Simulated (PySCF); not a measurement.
Several orderings of computed values.

All species are isolated and taken at one optimised geometry, non-relativistic unless stated. Electronic properties by PySCF.

Dipoles, sizes and rotational constants follow the conformer. The torsions of the flexible species, by atom-mapped SMILES:
- `[CH3:1][CH2:2][n:3]1[n:4][n:5][cH:6][c:7]1[Cl:8]`: C1–C2–N3–N4 98°
- `[O:1]=[C:2]([F:3])[c:4]1[cH:5][c:6]([SiH3:7])[cH:8][o:9]1`: O1–C2–C4–C5 180°
- `[H]/[N:4]=[C:3](\[CH:2]=[CH2:1])[O:5][CH3:6]`: C1–C2–C3–N4 180°, C2–C3–O5–C6 180°
- `[F:1][CH2:2][C:3]([Cl:4])([Cl:5])[Cl:6]`: F1–C2–C3–Cl4 61°

(1) Rank by electronic spatial extent ⟨r²⟩ about the centre of nuclear charge, highest first (wB97X-D/def2-SVPD at GFN2-xTB geometries).
A. `O=C(F)c1cc([SiH3])co1`
B. `C#C[C@H]1[C@H]2C[C@@H]12`
C. `C1=CC2C=CC12`
D. `[H]/N=C(\C=C)OC`
E. `FC1=C(F)SC=N1`
F. `CCn1nncc1Cl`

(2) Give the two extremes of that set in Å².

(3) Rank by dipole moment, highest first (wB97X-D/def2-SVPD at GFN2-xTB geometries).
A. `CCN1N=NC=C1Cl`
B. `[C@H]1(C#C)[C@@H]2[C@H]1C2`
C. `C=C1C=CC1=C`
D. `C1=CC2C=CC12`
E. `Fc1ncsc1F`
F. `O=C(F)C1=CC([SiH3])=CO1`

(4) By how much do the two ends of that ranking differ?

(5) Rank by static isotropic polarisability, lowest first (wB97X-D/def2-SVPD at GFN2-xTB geometries).
A. `[C@@H]12C[C@H]2[C@H]1C#C`
B. `O=C(F)c1cc([SiH3])co1`
C. `Fc1ncsc1F`
D. `C1=CC2C=CC12`

(6) Rank by HOMO–LUMO gap, highest first (wB97X-D/def2-SVPD at GFN2-xTB geometries).
A. `C#C[C@H]1[C@H]2C[C@@H]12`
B. `Fc1ncsc1F`
C. `CC1=NCCO1`
D. `O=C(F)c1cc([SiH3])co1`
E. `C=C1C=CC1=C`
F. `C1=CC2C=CC12`

(7) By how much do the two ends of that ranking differ?

(8) Rank by smallest rotational constant, highest first (GFN2-xTB).
A. `O=C(F)c1cc([SiH3])co1`
B. `FCC(Cl)(Cl)Cl`
C. `C12C=CC2C=C1`
D. `C#C[C@H]1[C@H]2C[C@@H]12`
E. `[H]/N=C(\C=C)OC`

(9) Rank by lowest triplet excitation (Tamm–Dancoff), lowest first (TDA wB97X-D/def2-SVPD at GFN2-xTB geometries).
A. `c1(F)c(F)scn1`
B. `CC1=NCCO1`
C. `[H]/N=C(\C=C)OC`
D. `C1=CC2C=CC12`
E. `c1(occ([SiH3])c1)C(=O)F`
F. `C=C1C=CC1=C`
G. `CCn1c(cnn1)Cl`
H. `C#C[C@H]1[C@H]2C[C@@H]12`

Results:

(1) A (1730 bohr²), F (1068 bohr²), E (730 bohr²), D (614 bohr²), B (521 bohr²), C (414 bohr²).

(2) `C1=CC2C=CC12`: 116 Å²; `O=C(F)c1cc([SiH3])co1`: 485 Å².

(3) F (4.62 D), A (3.75 D), E (2.70 D), B (1.29 D), C (0.68 D), D (0.04 D).

(4) By 4.58 D, between `O=C(F)c1cc([SiH3])co1` and `C1=CC2C=CC12`.

(5) C (57.3 au), D (60.5 au), A (62.9 au), B (92.7 au).

(6) A (11.77 eV), C (11.34 eV), F (10.25 eV), B (9.68 eV), E (9.34 eV), D (9.11 eV).

(7) By 2.66 eV, between `C#C[C@H]1[C@H]2C[C@@H]12` and `O=C(F)c1cc([SiH3])co1`.

(8) C (3.627 GHz), D (2.595 GHz), E (2.025 GHz), B (1.423 GHz), A (0.601 GHz).

(9) F (3.22 eV), E (3.39 eV), A (3.69 eV), C (3.92 eV), D (4.04 eV), G (4.69 eV), B (5.02 eV), H (5.48 eV).
